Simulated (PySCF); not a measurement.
Cartesian coordinates in Å; atom numbers follow the order of the lines, from 1:
```xyz
17

C    -2.006   -1.052   -0.217
C    -0.575   -0.626   -0.080
C     0.469   -1.551   -0.108
C     1.801   -1.167    0.034
C     2.098    0.183    0.209
C     1.077    1.127    0.236
C    -0.265    0.742    0.093
N    -1.281    1.679    0.174
H    -2.608   -0.723    0.647
H    -2.091   -2.145   -0.292
H    -2.480   -0.626   -1.120
H     0.222   -2.609   -0.244
H     2.597   -1.914    0.009
H     3.134    0.510    0.323
H     1.314    2.186    0.372
H    -2.142    1.453   -0.307
H    -1.002    2.643    0.044
```

Theory: NMR shieldings at KT3/pcSseg-1/GIAO, PBE0-D3(BJ)/def2-SVP structure, spin–spin couplings from B3LYP/pcJ-1 (spin–dipole term only in couplings to heteroatoms), in PySCF 2.14 (no relativistic terms, in vacuum, rapidly exchanging positions averaged, single conformer).

**Question.** List the cross peaks expected in HSQC, COSY and HMBC spectra.

**Answer.** 

HSQC (one-bond C–H):
```csv
δH,δC,"¹J(C,H) (Hz)"
6.80 (H14),120.9 (C5),165
6.78 (H12),123.1 (C3),162
6.42 (H13),111.2 (C4),168
6.22 (H15),105.9 (C6),161
2.02 (H9/H10/H11),19.4 (C1),132
```

COSY cross peaks (|J| ≥ 2 Hz):
```csv
δH,δH,abs. J (Hz),bonds
6.80 (H14),6.42 (H13),8.2,3
6.80 (H14),6.22 (H15),8.7,3
6.78 (H12),6.42 (H13),8.2,3
```

HMBC (two and three bonds, |J| ≥ 2.5 Hz):
```csv
δH,δC [abs. J in Hz]
6.80 (H14),"137.6 (C7) [9.1], 123.1 (C3) [8.6]"
6.78 (H12),"137.6 (C7) [7.9], 120.9 (C5) [8.9], 19.4 (C1) [6.1]"
6.42 (H13),"112.7 (C2) [8.2], 105.9 (C6) [8.4]"
6.22 (H15),"112.7 (C2) [5.7], 111.2 (C4) [8.1]"
2.02 (H9/H10/H11),"137.6 (C7) [4.2], 123.1 (C3) [5.3], 112.7 (C2) [5.3]"
```

Shifts are taken against calculated references (same method and geometry level): ¹H (31.32 ppm) and ¹³C (182.31 ppm) vs TMS.

Short H···H contacts in this conformer between protons four or more bonds apart (candidates for NOE cross peaks, intensity ∝ r⁻⁶): H10···H12 2.36 Å.

OH/NH shifts are gas-phase values; hydrogen bonding in solution moves them, usually downfield. Unscaled 3J(H,H) at this level run about 10 % above measured values. Shifts are as computed, not scaled to solution data. Of 1211 compounds with measured shifts, 218 miss one by over three times the rms of a fit or turn the order of signals round; such compounds aren't used in these exercises.
